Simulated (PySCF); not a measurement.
## Xe⁺ (xenon, charge +1) across methods

[Kr] 4d10 5s2 5p5, 2P determinant. Calculation: PySCF 2.14, in def2-TZVPPD with the def2 core potential (28 electrons); scalar relativity through the core potential.

```csv
method,E (hartree),mean ε 5s β (eV),mean ε 5p α (eV),mean ε 5p β (eV),Σ⟨r²⟩ (bohr²),⟨S²⟩
TPSS,-328.7874,-28.808,-17.490,-16.706,48.75,0.753
MN15,-328.1097,-31.431,-19.307,-18.469,48.87,0.754
r2SCAN,-329.0306,-29.150,-17.801,-16.922,48.63,0.754
r2SCANh,-329.0216,-29.841,-18.302,-17.407,48.63,0.754
UHF,-327.87720,-34.972,-21.995,-20.863,49.17,0.759
B97-3,-328.9764,-30.596,-18.759,-17.925,48.69,0.753
LDA,-328.4545,-29.054,-17.458,-16.728,48.78,0.751
PBE0,-328.9224,-30.570,-18.759,-17.910,48.72,0.753
```

Question: Estimate the same row for PBE.

Answer: E (hartree) = -328.8900; mean ε 5s β (eV) = -28.695; mean ε 5p α (eV) = -17.348; mean ε 5p β (eV) = -16.574; Σ⟨r²⟩ (bohr²) = 48.79; ⟨S²⟩ = 0.752.

Energies and moments cover only the electrons outside the core potential.
